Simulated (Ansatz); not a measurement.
Stepwise reaction of `[CH3][GaH2]` with hydrogen chloride, as a gas-phase model of exchange steps in deposition or etching. ΔE in kJ/mol.

Computed with Ansatz on PBE0-D4/def2-TZVP structures; ΔE is electronic, products minus reactants. CCSD(T)/CBS is the MP2 limit (def2-TZVPP, def2-QZVPP) plus CCSD(T) − MP2 in def2-TZVPP, frozen cores. This one scheme is used for every species. Functionals use def2-TZVPP. B3LYP here is the variant with VWN-RPA as its local correlation; programs differ in this. For Ga outer-core shells are correlated without core-valence functions, which leaves a few kJ/mol of doubt a bond. Scalar relativity is left out up to krypton.

```json
{"step": "1", "reaction": "`[CH3][GaH2]` + HCl → `[CH3][GaH][Cl]` + H₂", "PBE-D4": "-119.7", "B3LYP-D4": "-121.2", "ωB97M-V": "-118.9", "CCSD(T)/CBS": "-121.5"}
```

(1) Give the row of step 2, `[CH3][GaH][Cl]` + HCl → `[CH3][Ga]([Cl])[Cl]` + H₂. (Best estimate.)

(2) By hand: ΔE of the 2 steps together at CCSD(T)/CBS.

## Answers

(1) Ansatz gave: 
| step | reaction | PBE-D4 | B3LYP-D4 | ωB97M-V | CCSD(T)/CBS |
| --- | --- | --- | --- | --- | --- |
| 2 | `[CH3][GaH][Cl]` + HCl → `[CH3][Ga]([Cl])[Cl]` + H₂ | -103.9 | -105.8 | -103.5 | -106.0 |

(2) (-121.5) + (-106.0) = -227.5 kJ/mol, or -113.8 kJ/mol a step.

In ΔE each step is higher than the one before. All are downhill at CCSD(T)/CBS. PBE-D4 differs from CCSD(T)/CBS by 1.8 to 2.1 kJ/mol a step. Isolated molecules leave out the surface, adducts and barriers. Largest T1 diagnostic: 0.012.
